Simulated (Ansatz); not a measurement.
Reactions of `FC[SiH2][InH2]`.

Calculated with Ansatz (gas phase, PBE0-D4/def2-TZVP geometries, no zero-point term in ΔE). CCSD(T)/CBS is the MP2 limit (def2-TZVPP, def2-QZVPP) plus CCSD(T) − MP2 in def2-TZVPP, frozen cores. This one scheme is used for every species. Functionals use def2-TZVPP. Triplets are unrestricted, without spin–orbit coupling. Elements past krypton have def2 core potentials. For Ge, I, In, Sn outer-core shells are correlated without core-valence functions, which leaves a few kJ/mol of doubt a bond. Scalar relativity is left out up to krypton. One conformer a species, not always the lowest.

```
                                                                       reaction  CCSD(T)/CBS(def2) (kJ/mol)
                                  `FC[SiH2][InH2]` + H₂ → `FC[SiH3]` + `[InH3]`                          22
                                `FC[SiH2][InH2]` + H–F → `FC[SiH2]F` + `[InH3]`                         -88
  `FC[SiH2][InH2]` + `C=N[C](=C)[GeH3]` → `C=N[SiH2]CF` + `C=[C]([GeH3])[InH2]`                           ?
                         `FC[SiH2][InH2]` → `[CH2]` (triplet) + `F[SiH2][InH2]`                         250
`FC[SiH2][InH2]` + `C[S][In]([CH3])[F]` → `C[S][In]([CH3])[SiH2][InH2]` + `FCF`                          42
            `FC[SiH2][InH2]` + `[CH3][SnH3]` → `FC[SiH2][SnH3]` + `[CH3][InH2]`                          11
                                 `FC[SiH2][InH2]` + HI → `FC[SiH2]I` + `[InH3]`                         -48
      `FC[SiH2][InH2]` + `C[SiH2][SiH2]N` → `C[SiH2][SiH2]CF` + `N[SiH2][InH2]`                           ?
              `FC[SiH2][InH2]` + `CN[SiH3]` → `C[N]([SiH3])[InH2]` + `FC[SiH3]`                          -6
                `FC[SiH2][InH2]` + `C[SiH3]` → `[SiH3][CH2][InH2]` + `FC[SiH3]`                           ?
```

Fill in the missing values. (An estimate is asked.)

Computed: `FC[SiH2][InH2]` + `C=N[C](=C)[GeH3]` → `C=N[SiH2]CF` + `C=[C]([GeH3])[InH2]`: -29.2 kJ/mol; `FC[SiH2][InH2]` + `C[SiH2][SiH2]N` → `C[SiH2][SiH2]CF` + `N[SiH2][InH2]`: +8.7 kJ/mol; `FC[SiH2][InH2]` + `C[SiH3]` → `[SiH3][CH2][InH2]` + `FC[SiH3]`: +41.8 kJ/mol.

Largest T1 diagnostic: 0.015, for `C[N]([SiH3])[InH2]`.
